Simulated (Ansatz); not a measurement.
Mulliken charges of CH₅AsTe, SMILES `[AsH2]C[TeH]` from B3LYP/def2-TZVPP in Ansatz (PBE0-D4/def2-TZVP geometry).

| atom | x (Å) | y (Å) | z (Å) | charge (e) |
| --- | --- | --- | --- | --- |
| As1 | 0.224 | 1.017 | -1.308 | 0.106 |
| C2 | 0.069 | 0.110 | 0.441 | -0.425 |
| Te3 | 0.399 | -1.991 | 0.158 | 0.097 |
| H4 | -0.839 | 0.165 | -1.996 | -0.025 |
| H5 | -0.798 | 2.110 | -1.002 | -0.031 |
| H6 | 0.864 | 0.482 | 1.084 | 0.156 |
| H7 | -0.898 | 0.264 | 0.909 | 0.163 |
| H8 | 1.071 | -2.215 | 1.659 | -0.041 |

By hand: the dipole of these point charges (1 e Å = 4.8032 D).

Σ q r = (0.023, 0.007, 0.019) e Å, of length 0.031 e Å = 0.15 D.

How does the dipole of the full density compare? (An estimate is asked.)

Computed: (-0.068, 0.136, 0.167) e Å, 1.08 D; the point charges give 0.14 times that, at 68° from its direction.

Point charges leave out the atoms' own dipoles, such as those of lone pairs, and Mulliken's split depends on the basis, so the two needn't agree.

B3LYP here is the variant with VWN-RPA as its local correlation; programs differ in this.
